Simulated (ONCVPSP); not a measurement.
**Ranking ONCV potentials for lead (Pb)**

All share these settings but for the change named:

ONCVPSP 4.0.1 input, shortened (lines: element, Z, core and valence counts, functional; n l f; lmax; l rc ep ncon nbas qcut; lloc lpopt rc5 dvloc0; l nproj debl; icmod fcfact rcfact), LDA (Perdew-Zunger), fully relativistic:

```
  Pb 82.00   10    5        3      upf
    1    0    2.00
    2    0    2.00
    2    1    6.00
    3    0    2.00
    3    1    6.00
    3    2   10.00
    4    0    2.00
    4    1    6.00
    4    2   10.00
    4    3   14.00
    5    0    2.00
    5    1    6.00
    5    2   10.00
    6    0    1.00
    6    1    3.00
    2
    0    1.35    0.00    4    7    7.40
    1    1.40    0.00    3    6    9.20
    2    1.45    0.00    4    8    9.60
    4    5    1.15   -1.00
    0    2    2.20
    1    2    2.90
    2    3    3.90
    3    2.75    1.50
```

Open shells are filled in proportion to 2j + 1.

Test errors are all-electron minus pseudo excitation energies from the reference, over 5s2 5p6 5d10 6s2 6p2; 5s2 5p6 5d10 6s2 6p1; 5s2 5p6 5d10 6s2 6p0; 5s2 5p6 5d10 6s0 6p4. None of these files shows a bound ghost.

The base gives 1.4 meV.

Of 6 variants that were run, those that failed, showed a ghost or another fault, or gave nearly equal values are left out.

A variant can come out equal or close to the base, since the largest error may sit in a test that the change hardly touches while other tests move.

Rank these variants by their largest absolute test error, smallest first.
A. all radii but the core radius scaled by about 1.24 (s 1.66, p 1.74, d 1.80 bohr); local potential polynomial inside 1.42 bohr (lpopt 5, dvloc0 -1 Ha)
B. scalar-relativistic
C. local potential polynomial inside 0.90 bohr (lpopt 2, dvloc0 -1 Ha)
D. s: qcut 8.9

D (0.8 meV), C (1.4 meV), A (2.9 meV), B (8.2 meV).
